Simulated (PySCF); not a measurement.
## Relaxation of triplet RhS₂⁻

Computed with UPBE0/[Rh def2-SVPD with ECP28, S def2-SVPD], scalar-relativistic core potentials, density fitting, no spin–orbit coupling, PySCF. A (50,194) grid was used.

A hand-made linear start, of D∞h symmetry, held to at least that symmetry:

```xyz
3
charge -1 multiplicity 3, angstrom
Rh    0.0000    0.0000    0.0000
S     0.0000    0.0000    2.0400
S     0.0000    0.0000   -2.0400
```

(1) What does it relax to?

(2) How much energy is released, and in how many steps?

Answers

(1) It ends at D∞h with Rh–S 2.148 Å (×2); S–Rh–S 180.0°. A frequency run shows 1 imaginary mode, down to 77i cm⁻¹, so it is a saddle point.

(2) 28.4 kJ/mol in 3 steps.

Other spin states or occupations of the open shell can lie lower. At this level a broken-symmetry Ms = 0 minimum of C2v symmetry lies 23 kJ/mol below this structure.

The relaxation took roughly 30 core-seconds on a shared host.
